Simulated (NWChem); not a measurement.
System: CH$_{3}$BeFS; SMILES [S](C)[Be][F]

NWChem input:

```
start job
memory heap 200 mb stack 900 mb global 1100 mb
geometry units angstroms noautosym nocenter noautoz
  Be     0.071638    -1.036525    -0.000323
  F     -0.418484    -2.339634    -0.001070
  S      0.772138     0.726345     0.001155
  C     -0.775627     1.711396     0.003163
  H     -1.374991     1.530529    -0.898959
  H     -0.470390     2.766141     0.009840
  H     -1.379424     1.520617     0.900247
end
basis spherical
  Be library sto-3g
  F library sto-3g
  S library sto-3g
  C library sto-3g
  H library sto-3g
end
dft
  xc b3lyp
  iterations 150
end
property
  response 1 0.0773
end
task dft property
```

STO-3G and 3-21G are far too small for this property and stand as cheap habits. All runs use the structure optimised with PBE0/def2-SVP.

Field at 589 nm.

Question: Give the results of this calculation. (B3LYP/STO-3G.) Quantities: isotropic polarisability (bohr³); anisotropy (bohr³).

Answer: The isotropic polarisability (bohr³) is 23.5 and the anisotropy (bohr³) comes out as 22.6.
